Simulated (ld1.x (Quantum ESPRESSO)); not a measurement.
# Before and after: PAW potential for N (Z = 7)

ld1.x (Quantum ESPRESSO) 7.5 input, shortened:

```
&input
   title='N', zed=7., rel=1, dft='PBE', iswitch=3,
   config='[He] 2s2 2p3 3d-2'
 /
 &inputp
   pseudotype=3, lpaw=.true., tm=.true., lloc=-1, rcloc=1.15,
   nlcc=.true., new_core_ps=.true.,
   which_augfun='BESSEL', rmatch_augfun=0.95
 /
6
2S  1  0   2.00   0.00  0.85  1.15  0.0
2S  1  0   0.00  -0.95  0.85  1.15  0.0
2P  2  1   3.00   0.00  1.15  1.35  0.0
2P  2  1   0.00   3.10  1.15  1.35  0.0
3D  3  2  -2.00  -0.10  1.00  1.25  0.0
3D  3  2  -2.00   1.55  1.00  1.25  0.0
 &test
   configts(1)='2s2 2p3'
 /
```

All-electron outer shells of the reference configuration (PBE, scalar-relativistic, ld1.x):

| shell | level (eV) | outermost node (bohr) | outermost maximum (bohr) |
| --- | --- | --- | --- |
| 1s | -384.72 | – | 0.15 |
| 2s | -18.58 | 0.32 | 1.02 |
| 2p | -7.09 | – | 0.98 |

Change: core correction Bessel-smoothed model core inside 0.82 bohr.

Cutoffs: the cutoffs (Ry, on a coarse ladder) from which the occupation-weighted sum of valence levels, in a spherical-Bessel basis at the reference potential, stays within 10 and 1 mRy of its value at 400 Ry; they do not see the model core or the augmentation charge, which bear on the density cutoff. Errors are all-electron minus pseudo energies relative to the spin-unpolarised reference configuration.

Question: Predict the effect on cutoff, ghosts and configuration errors.

Answer: The potential gets neither clearly harder nor softer (35 Ry and 45 Ry → 35 Ry and 45 Ry); of the 7 tests that both files solve, the error grows in 2 and shrinks in 1 by more than 15 % and 0.3 meV (median size 0.6 → 0.6 meV); neither file shows a bound ghost. The default core radius of the base comes out at 0.41 bohr. A wider model core is smoother and lowers the density cutoff, which this test does not measure.

| quantity | base | changed |
| --- | --- | --- |
| cutoff, loose | 35 Ry | 35 Ry |
| cutoff, tight | 45 Ry | 45 Ry |
| bound ghosts | none | none |
| error for 2s2 2p2, meV [ΔE 13.59 eV] | -0.3 | -0.4 |
| error for 2s2 2p1, meV [ΔE 42.45 eV] | +0.4 | -1.1 |
| error for 2s2 2p0, meV [ΔE 89.53 eV] | +7.9 | +0.5 |
| error for 2s1 2p0, meV [ΔE 167.35 eV] | -8.1 | -12 |
| error for 2s2 2p2.5, meV [ΔE 5.09 eV] | -0.2 | -0.2 |
| error for 2s0 2p5, meV [ΔE 23.04 eV] | -1.8 | -1.9 |
| error for 2s1 2p4, meV [ΔE 11.51 eV] | -0.6 | -0.6 |
| s: phases at 1.51 bohr within 0.05 rad from the reference energy up to (Ry; the scan ends near 5) | to the end of the scan | to the end of the scan |
| p: phases at 1.51 bohr within 0.05 rad from the reference energy up to (Ry; the scan ends near 5) | to the end of the scan | to the end of the scan |
| d: phases at 1.51 bohr within 0.05 rad from the reference energy up to (Ry; the scan ends near 5) | to the end of the scan | to the end of the scan |
| lowest overlap eigenvalue by channel | s 0.55, p 0.91, d 0.90 | s 0.55, p 0.91, d 0.90 |
